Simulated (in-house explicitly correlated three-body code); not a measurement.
Computed with an exponentially correlated three-body code. Model: two electrons around a point charge, non-relativistic, variational in 260 exponentially correlated functions (energies converged to about 1e-7 hartree, or 1e-8 relative for large Z).

For two electrons in a singlet the Kohn-Sham orbital is the square root of half the density, so the exact Kohn-Sham potential and energy parts follow from the density alone, and exchange is minus half the Hartree energy. The Kohn-Sham level equals minus the binding energy of the second electron.

Command:
```bash
python run_hyl.py task.json out
```
Settings (lengths in bohr, energies in hartree):
```
Z                      1.04
interaction_strength   1
functions              260
states_tried           13
```

Time taken, with all properties: 42 s on 1 thread of Arm Neoverse V1, with other jobs on the host.

**Those bound S and P states to n = 4 that converged, binding against the one-electron ion.**

Given: nuclear charge 1.04.

Computed: one-electron threshold -0.5408 hartree.

```
term  energy (hartree)  binding (eV)
1 1S      -0.584092584        1.1781
```

**Converged states only, values per electron or pair.**

| term | mean r (bohr) | mean r squared (bohr²) | mean inverse r (1/bohr) | mean r12 (bohr) | mean inverse r12 (1/bohr) | mean cosine | mean p1 dot p2 (bohr⁻²) | delta r1 (bohr⁻³) | delta r12 (bohr⁻³) |
| --- | --- | --- | --- | --- | --- | --- | --- | --- | --- |
| 1 1S | 2.4733 | 9.5868 | 0.72512 | 3.9959 | 0.34005 | -0.10497 | 0.038129 | 0.189 | 0.003639 |

**Functionals on the exact density and self-consistent, errors are functional minus exact, hybrids only self-consistent, a dash where a self-consistent run leaves the top level unbound.**

```tsv
result	exchange error (millihartree)	correlation error (millihartree)	functional driven error (millihartree)
RPBE	-16.151	9.5338	-6.6169
SCAN	-10.035	10.603	0.56818
LDA PW92	49.507	-33.327	16.18
revTPSS	?	?	?
OLYP	-11.649	10.093	-1.5562
PBEsol	12.418	1.7751	14.193
LDA VWN5	49.507	-33.331	16.175
PBE	?	?	?
PW91	-9.4945	7.8978	-1.5967
AM05	35.34	-23.245	12.095
```

Q: What belongs in the row revTPSS?

A: exchange error (millihartree): -9.2683; correlation error (millihartree): 4.1361; functional driven error (millihartree): -5.1322.

Q: What belongs in the row PBE?

A: exchange error (millihartree): -8.257; correlation error (millihartree): 9.5338; functional driven error (millihartree): 1.2768.

**Density and exact potentials over r, pair density (one pair, times 4 pi r12^2) and exact minus Kohn-Sham pair density over r12.**

| radius (bohr) | radial density (electrons/bohr) | exchange potential (hartree) | intracule density (1/bohr) | Coulomb hole against Kohn-Sham (1/bohr) | correlation potential (hartree) |
| --- | --- | --- | --- | --- | --- |
| 0.197 | 0.12288 | -0.71253 | 0.002092 | -0.005367 | -0.068 |
| 0.236 | 0.16291 | -0.70773 | 0.0030795 | -0.007528 | -0.064 |
| 0.283 | 0.21302 | -0.70124 | 0.0045527 | -0.0105 | -0.059 |
| 0.34 | 0.27422 | -0.69247 | 0.006769 | -0.01457 | -0.053 |
| 0.407 | 0.34386 | -0.6812 | 0.009991 | -0.01982 | -0.045 |
| 0.488 | ? | ? | ? | ? | ? |
| 0.585 | 0.50137 | -0.64791 | 0.021788 | -0.03487 | -0.024 |
| 0.702 | 0.57708 | -0.62471 | 0.031964 | -0.04442 | -0.011 |
| 0.842 | 0.63856 | -0.59669 | 0.046322 | -0.05428 | 0.004 |
| 1.01 | 0.67615 | -0.56367 | 0.066004 | -0.06278 | 0.019 |
| 1.21 | 0.68188 | -0.52623 | 0.091586 | -0.0673 | 0.034 |
| 1.45 | 0.65265 | -0.48478 | 0.12303 | -0.06487 | 0.045 |
| 1.74 | 0.59067 | -0.44012 | 0.15851 | -0.05292 | 0.051 |
| 2.09 | 0.50452 | -0.39373 | 0.19309 | -0.03123 | 0.051 |
| 2.5 | 0.40921 | -0.34844 | 0.21834 | -0.004474 | 0.044 |
| 3 | 0.31273 | -0.30383 | 0.2267 | 0.02075 | 0.033 |
| 3.6 | 0.22541 | -0.26191 | 0.21159 | 0.03561 | 0.021 |
| 4.31 | 0.15297 | -0.22402 | 0.17472 | 0.03614 | 0.011 |
| 5.17 | 0.095631 | -0.18975 | 0.12473 | 0.02564 | 0.005 |
| 6.2 | ? | ? | ? | ? | ? |
| 7.43 | 0.027501 | -0.13403 | 0.03891 | 0.002783 | 0 |
| 8.91 | 0.012032 | -0.11206 | 0.016618 | -0.001009 | 0 |
| 10.7 | 0.00439 | -0.093412 | 0.0058269 | -0.001315 | 0 |
| 12.8 | 0.0013338 | -0.078115 | 0.0017082 | -0.0006855 | 0 |

Q: What belongs in the row 0.488?

A: radial density (electrons/bohr): 0.42138; exchange potential (hartree): -0.66651; intracule density (1/bohr): 0.014783; Coulomb hole against Kohn-Sham (1/bohr): -0.02659; correlation potential (hartree): -0.036.

Q: What belongs in the row 6.2?

A: radial density (electrons/bohr): 0.054329; exchange potential (hartree): -0.15977; intracule density (1/bohr): 0.075858; Coulomb hole against Kohn-Sham (1/bohr): 0.01221; correlation potential (hartree): 0.002.
